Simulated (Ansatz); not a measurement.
A nudged elastic band was laid between two geometries of GaH4N + H2 (8 atoms, charge 0, multiplicity 1).

All numbers below come from RKS PBE0/def2-SVP in Ansatz.

```json
{"movable images": "5", "climbing image": "yes", "spring": "5.0 eV/Å²", "optimiser": "quadratic models (default)", "start path": "through a guess of the saddle point", "force threshold": "0.03 eV/Å", "iteration limit": "60", "end points": "relaxed"}
```

Initial state:

```xyz
8
Properties=species:S:1:pos:R:3
Ga 0.103 -0.823 0.057
N 0.003 -0.059 1.701
H -0.852 0.030 2.237
H 0.808 0.238 2.241
H 1.527 -0.937 -0.577
H -1.246 -1.284 -0.583
H -0.427 3.362 1.759
H -0.332 2.612 1.659
```

Final state:

```xyz
8
Properties=species:S:1:pos:R:3
Ga -0.042 0.377 -0.068
N -0.061 0.404 2.094
H -0.800 -0.193 2.465
H 0.825 0.076 2.477
H 1.394 -0.254 -0.286
H -1.303 -0.551 -0.307
H -0.211 1.930 -0.326
H -0.220 1.348 2.445
```

Task: What changes between the two ends?

Result: Bonds broken: H7–H8. Bonds formed: Ga1–H7, N2–H8. GaH4N + H2 becomes GaH6N.

Task: Give the energies along the band, and the barrier.

Result: The forces met the threshold. The highest image is number 4 of 0 to 6, 0.83 eV above the first end and 1.63 eV above the last; the last end lies 0.79 eV below the first. Neighbouring images differ by up to 1.4 eV, so the band resolves the path poorly. A vibrational analysis at the climbing image gives one clearly imaginary mode, 1232i cm⁻¹: a first-order saddle point. The orbitals stay closed-shell, which can raise the energy where a bond breaks towards radicals; this wasn't checked here.

```
image  path coordinate (Å)  energy (eV)  H7–H8 (Å)  Ga1–H7 (Å)  N2–H8 (Å)
    0                 0.00         0.00       0.76        4.55       2.69
    1                 0.91         0.01       0.76        4.04       2.74
    2                 1.83         0.03       0.76        3.45       2.82
    3                 2.74         0.12       0.77        2.58       2.39
    4                 3.66         0.83       0.98        1.88       1.45
    5                 4.43        -0.52       1.89        1.62       1.03
    6                 5.21        -0.79       2.83        1.58       1.02
```

Task: What is the geometry of the highest image?

Result: 
```xyz
8
Properties=species:S:1:pos:R:3:forces:R:3
Ga -0.007 0.015 0.174 -0.01 0.01 0.01
N -0.048 0.292 2.124 0.03 0.00 0.00
H -0.835 -0.047 2.672 -0.01 0.00 0.00
H 0.810 0.176 2.657 -0.01 -0.01 0.01
H 1.432 -0.167 -0.407 0.00 0.00 0.00
H -1.366 -0.476 -0.421 0.00 0.00 0.00
H -0.218 1.866 0.400 0.00 -0.02 0.01
H -0.186 1.481 1.297 0.00 0.01 -0.02
```

The run took 120 s on 2 threads of Arm Neoverse V1, with other jobs on the host, peak memory 0.15 GiB.
